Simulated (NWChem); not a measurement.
System: CH3BeClS; SMILES C[S][Be][Cl]

NWChem input:

```
start job
memory heap 200 mb stack 900 mb global 1100 mb
geometry units angstroms noautoz
  Be     0.218688    -0.457538    -0.000959
  Cl    -0.268372    -2.209749    -0.002709
  S      0.745966     1.362916     0.002925
  C     -0.881452     2.210133    -0.000207
  H     -1.446466     1.996000    -0.916944
  H     -0.669709     3.287000     0.034906
  H     -1.479986     1.944863     0.881189
end
basis spherical
  Be library def2-svp
  Cl library def2-svp
  S library def2-svp
  C library def2-svp
  H library def2-svp
end
dft
  xc m06
  iterations 150
  mulliken
end
task dft energy
```

NWChem printed, in part:

```
             Northwest Computational Chemistry Package (NWChem) 7.3.0
             --------------------------------------------------------

 C1  symmetry detected

                             Geometry "geometry" -> ""
                             -------------------------

 Output coordinates in angstroms (scale by  1.889725989 to convert to a.u.)

  No.       Tag          Charge          X              Y              Z
 ---- ---------------- ---------- -------------- -------------- --------------
    1 Be                   4.0000     0.27141796    -0.50139529    -0.00089024
    2 Cl                  17.0000    -0.08108914    -2.28555102     0.00008866
    3 S                   16.0000     0.65884568     1.35386445     0.00011043
    4 C                    6.0000    -1.02824843     2.07496723    -0.00012078
    5 H                    1.0000    -1.57736202     1.81751453    -0.91537641
    6 H                    1.0000    -0.89887048     3.16484826     0.03351343
    7 H                    1.0000    -1.60296427     1.76595118     0.88287458

 Effective nuclear repulsion energy (a.u.)     148.1904043557

                                 NWChem DFT Module
                                 -----------------

 Summary of "ao basis" -> "ao basis" (spherical)
 ------------------------------------------------------------------------------
       Tag                 Description            Shells   Functions and Types
 ---------------- ------------------------------  ------  ---------------------
 Be                         def2-svp                 5        9   3s2p
 Cl                         def2-svp                 8       18   4s3p1d
 S                          def2-svp                 8       18   4s3p1d
 C                          def2-svp                 6       14   3s2p1d
 H                          def2-svp                 3        5   2s1p

            General Information
            -------------------
          SCF calculation type: DFT
          Wavefunction type:  closed shell.
          No. of atoms     :     7
          No. of electrons :    46
           Alpha electrons :    23
            Beta electrons :    23
          Charge           :     0
          Spin multiplicity:     1
          Use of symmetry is: off; symmetry adaption is: off
          Maximum number of iterations: 150
          AO basis - number of functions:    74
                     number of shells:    36
          Convergence on energy requested:  1.00D-06
          Convergence on density requested:  1.00D-05
          Convergence on gradient requested:  5.00D-04

              XC Information
              --------------
                          M06 Method XC Functional
                     Hartree-Fock (Exact) Exchange  0.270
                           M06 Exchange Functional  1.000
                         M06 Correlation Potential  1.000

             Grid Information
             ----------------
          Grid used for XC integration:  medium
          Radial quadrature: Mura-Knowles
          Angular quadrature: Lebedev.
          Tag              B.-S. Rad. Rad. Pts. Rad. Cut. Ang. Pts.
          ---              ---------- --------- --------- ---------
          Be                  1.05       49          11.0       434
          Cl                  1.00       88          13.0       590
          S                   1.00       88          10.0       590
          C                   0.70       49          11.0       434
          H                   0.35       45          12.0       434
          Grid pruning is: on
          Number of quadrature shells:   409
          Spatial weights used:  Erf1

      Superposition of Atomic Density Guess
      -------------------------------------

 Sum of atomic energies:        -910.34721207

      Non-variational initial energy
      ------------------------------

 Total energy =    -911.682828
 1-e energy   =   -1549.691923
 2-e energy   =     489.818690
 HOMO         =      -0.301556
 LUMO         =       0.011514

     ---------------------------------------------
      Total Density - Mulliken Population Analysis
     ---------------------------------------------

    Atom       Charge   Shell Charges
 -----------   ------   -------------------------------------------------------
    1 Be   4     3.31   1.99  0.59  0.04  0.57  0.12
    2 Cl  17    17.43   2.00  1.99  1.23  0.69  5.94  2.19  3.37  0.01
    3 S   16    16.43   2.00  1.99  1.20  0.63  5.94  1.82  2.80  0.04
    4 C    6     6.19   1.99  0.93  0.26  1.91  1.07  0.02
    5 H    1     0.88   0.67  0.19  0.02
    6 H    1     0.88   0.67  0.19  0.02
    7 H    1     0.88   0.67  0.19  0.02

   convergence    iter        energy       DeltaE   RMS-Dens  Diis-err
 ---------------- ----- ----------------- --------- --------- ---------
 d= 0,ls=0.0,diis     1   -912.7260048577 -1.06D+03  1.16D-02  3.75D-01
 d= 0,ls=0.0,diis     2   -912.7539334821 -2.79D-02  6.23D-03  1.46D-01
 d= 0,ls=0.0,diis     3   -912.7705310818 -1.66D-02  1.90D-03  3.01D-02
 d= 0,ls=0.0,diis     4   -912.7749181547 -4.39D-03  4.43D-04  9.74D-04
 d= 0,ls=0.0,diis     5   -912.7750668757 -1.49D-04  1.78D-04  6.01D-05
  Resetting Diis
 d= 0,ls=0.0,diis     6   -912.7750784621 -1.16D-05  3.93D-05  1.07D-05
 d= 0,ls=0.0,diis     7   -912.7750799450 -1.48D-06  1.68D-05  3.37D-07
 d= 0,ls=0.0,diis     8   -912.7750799833 -3.83D-08  6.74D-06  1.79D-07

         Total DFT energy =     -912.775079983344
      One electron energy =    -1552.967045862966
           Coulomb energy =      555.334154402104
    Exchange-Corr. energy =      -63.332592878151
 Nuclear repulsion energy =      148.190404355669

 Numeric. integr. density =       45.999999120418

                       DFT Final Molecular Orbital Analysis
                       ------------------------------------

 Vector   21  Occ=2.000000D+00  E=-3.431372D-01
              MO Center= -7.8D-02, -2.1D+00,  1.2D-04, r^2= 1.7D+00
   Bfn.  Coefficient  Atom+Function         Bfn.  Coefficient  Atom+Function
  ----- ------------  ---------------      ----- ------------  ---------------
    20      0.591739  2 Cl px                17      0.450645  2 Cl px
    14      0.262157  2 Cl px                21     -0.114891  2 Cl py
     4     -0.109237  1 Be px                18     -0.079499  2 Cl py
     7      0.077945  1 Be px                 5      0.065392  1 Be py
    39      0.059670  3 S  py                50     -0.054825  4 C  py

 Vector   22  Occ=2.000000D+00  E=-3.110023D-01
              MO Center=  4.7D-01,  1.4D+00,  3.2D-03, r^2= 2.3D+00
   Bfn.  Coefficient  Atom+Function         Bfn.  Coefficient  Atom+Function
  ----- ------------  ---------------      ----- ------------  ---------------
    39      0.343134  3 S  py                38      0.306123  3 S  px
    36      0.297947  3 S  py                35      0.249319  3 S  px
     5      0.244801  1 Be py                 2     -0.234766  1 Be s
    31      0.214906  3 S  s                 30      0.190812  3 S  s
    33      0.170942  3 S  py                65     -0.150998  6 H  s

 Vector   23  Occ=2.000000D+00  E=-2.604604D-01
              MO Center=  4.6D-01,  1.1D+00, -2.3D-03, r^2= 2.3D+00
   Bfn.  Coefficient  Atom+Function         Bfn.  Coefficient  Atom+Function
  ----- ------------  ---------------      ----- ------------  ---------------
    40      0.608022  3 S  pz                37      0.421836  3 S  pz
    34      0.241415  3 S  pz                22     -0.155561  2 Cl pz
     6     -0.139080  1 Be pz                60      0.130592  5 H  s
    70     -0.125851  7 H  s                 51     -0.113078  4 C  pz
    19     -0.089172  2 Cl pz                61      0.083578  5 H  s

 Vector   24  Occ=0.000000D+00  E=-2.917526D-02
              MO Center=  2.3D-01,  1.6D-02,  7.4D-04, r^2= 4.7D+00
   Bfn.  Coefficient  Atom+Function         Bfn.  Coefficient  Atom+Function
  ----- ------------  ---------------      ----- ------------  ---------------
    48      0.811285  4 C  s                  7      0.535292  1 Be px
     4     -0.455551  1 Be px                31     -0.433655  3 S  s
    66     -0.344098  6 H  s                 20     -0.308698  2 Cl px
    52      0.246897  4 C  px                38      0.195203  3 S  px
    47      0.182661  4 C  s                 49      0.178500  4 C  px

 Vector   25  Occ=0.000000D+00  E=-1.107969D-02
              MO Center=  8.3D-02, -4.5D-01,  6.1D-03, r^2= 6.5D+00
   Bfn.  Coefficient  Atom+Function         Bfn.  Coefficient  Atom+Function
  ----- ------------  ---------------      ----- ------------  ---------------
     3      1.456300  1 Be s                 31     -0.462300  3 S  s
    13     -0.446896  2 Cl s                 48     -0.412036  4 C  s
    39      0.267330  3 S  py                21     -0.231067  2 Cl py
    30     -0.174527  3 S  s                 52      0.159235  4 C  px
    71      0.151402  7 H  s                 61      0.144802  5 H  s

 Vector   26  Occ=0.000000D+00  E= 4.085504D-03
              MO Center=  1.4D-01, -3.0D-01, -9.2D-03, r^2= 4.5D+00
   Bfn.  Coefficient  Atom+Function         Bfn.  Coefficient  Atom+Function
  ----- ------------  ---------------      ----- ------------  ---------------
     9      0.654732  1 Be pz                 6     -0.499556  1 Be pz
    40     -0.356135  3 S  pz                22     -0.336152  2 Cl pz
    71      0.282545  7 H  s                 61     -0.276220  5 H  s
    54     -0.263630  4 C  pz                37     -0.161690  3 S  pz
    19     -0.153760  2 Cl pz                34     -0.092354  3 S  pz

     ---------------------------------------------
      Total Density - Mulliken Population Analysis
     ---------------------------------------------

[...]
```

Level: M06/def2-SVP. Geometry: optimised at PBE0/def2-SVP.
